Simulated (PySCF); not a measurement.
Computed structure and properties of TlF

System: TlF (singlet); start: template (C∞v). Method: PySCF 2.14.0, RKS B3LYP, Tl def2-SVP with ECP60, F def2-SVP; non-relativistic Hamiltonian with scalar-relativistic core potentials where named; density fitting; no spin-orbit coupling.

Input of the relaxation:

```python
mol = gto.M(atom='''
Tl     0.00000     0.00000    -0.18675
F      0.00000     0.00000     2.01485''',
    basis={'Tl': 'def2-SVP', 'F': 'def2-SVP'},
    ecp={'Tl': 'def2-SVP'},
    charge=0, spin=0)
mf = dft.RKS(mol, xc='B3LYP')
mf.grids.atom_grid = (50, 194)
mf = mf.density_fit()  # fitting sets: Tl def2-universal-JKFIT, F def2-universal-JKFIT
mf.conv_tol = 1e-08; mf.max_cycle = 55
mf.kernel(dm0)  # dm0: converged density of the start geometry
# quasi-Newton relaxation in Cartesian coordinates to a largest gradient under 0.00045 Eh/bohr, steps kept in the point group
```

Run from Python with OMP_NUM_THREADS=2; the lines above give its settings. Where DIIS fails, smearing, a level shift and second-order steps follow.
It took 1.8 s on 2 threads of Arm Neoverse N1 (shared host), from the converged density of the start.

Course of the relaxation:

```tsv
step	energy above end (eV)	largest force component within the symmetry (eV/Å)
0	0.0650	1.257
1	0.0000	0.009
2	0.0000	0.002
```

Relaxed geometry (C∞v):

```xyz
2

Tl    0.0000    0.0000   -0.1382
F     0.0000    0.0000    1.9663
```

| contact | Å |
| --- | --- |
| Tl1–F2 (F) | 2.104 |

On the finer grid (75, 302):

The HOMO is -7.40 eV. The LUMO is -1.70 eV, the dipole about the centre of mass is 3.62 D and the set of Mulliken populations of Tl1 outside the core potential is s 3.96, p 6.49, d 10.07. The D3(BJ) dispersion energy (not in the energies) is -0.030 eV.

```json
{"atom": "Tl1", "Mulliken (e)": "0.48", "Löwdin (e)": "0.38", "spin (e)": "0.00"}
{"atom": "F2", "Mulliken (e)": "-0.48", "Löwdin (e)": "-0.38", "spin (e)": "0.00"}
```

On the grid (50, 194), as all that follows. Harmonic modes: a minimum; lowest 497 cm⁻¹ (negative: unstable), highest 497 cm⁻¹, zero-point energy 0.031 eV.

Taking off one F (charge -1, singlet; the rest: singlet) in vacuum, both parts rigid, costs 9.12 eV; the small basis without counterpoise inflates it. Most of it is the attraction of opposite charges; other ways to part are cheaper, and one spin state was tried for the rest.

Rigid scan of F along the line from its metal:

(distance to F2 (Å), energy (eV)): (1.80, 1.205), (1.90, 0.445), (2.00, 0.093), (2.10, 0.000), (2.20, 0.069), (2.30, 0.240), (2.50, 0.725), (2.80, 1.520), (3.20, 2.442), (3.70, 3.306)

One start shape was tried, so this needn't be the lowest isomer.
